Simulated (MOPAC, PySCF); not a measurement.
CH6Si2, SMILES `C=[SiH][SiH3]`, neutral singlet in the gas phase. 

Cartesian coordinates (Å):
SMILES: C=[SiH][SiH3]
```xyz
9

C      1.8041    -0.6788    -0.0918
Si     0.5679     0.4113    -0.5361
Si    -1.5692     0.2507     0.3552
H      1.6271    -1.4784     0.6189
H      2.8104    -0.6256    -0.4924
H      0.8522     1.4920    -1.5127
H     -1.5911    -0.9059     1.2869
H     -1.9268     1.4915     1.0927
H     -2.5746     0.0432    -0.7208
```
Charge 0, multiplicity 1.

All levels are single points at this geometry (PBE0-D3(BJ)/def2-TZVP); Pople sets use spherical d functions. Orbital energies aren't observables, and empty levels follow the basis.

PM3 in MOPAC gives HOMO (eV) = -8.51.

### Question
Estimate the HOMO (eV) from each of these levels: PBE0-D3(BJ)/def2-TZVP in PySCF; ωB97X-D3(BJ)/def2-TZVP in PySCF; B3LYP/3-21G in PySCF; B3LYP/6-311+G** in PySCF; B3LYP/6-31G* in PySCF; B3LYP/LANL2DZ in PySCF; BP86/6-31G* in PySCF; SVWN5/6-31G* in PySCF; HF/3-21G in PySCF; HF/6-31G* in PySCF; AM1 in MOPAC; PM6 in MOPAC.

### Answer

| level | HOMO (eV) |
|---|---|
| PBE0-D3(BJ)/def2-TZVP in PySCF | -6.61 |
| ωB97X-D3(BJ)/def2-TZVP in PySCF | -8.83 |
| B3LYP/3-21G in PySCF | -6.33 |
| B3LYP/6-311+G** in PySCF | -6.41 |
| B3LYP/6-31G* in PySCF | -6.20 |
| B3LYP/LANL2DZ in PySCF | -6.42 |
| BP86/6-31G* in PySCF | -5.58 |
| SVWN5/6-31G* in PySCF | -5.60 |
| HF/3-21G in PySCF | -8.54 |
| HF/6-31G* in PySCF | -8.38 |
| AM1 in MOPAC | -9.31 |
| PM6 in MOPAC | -8.23 |
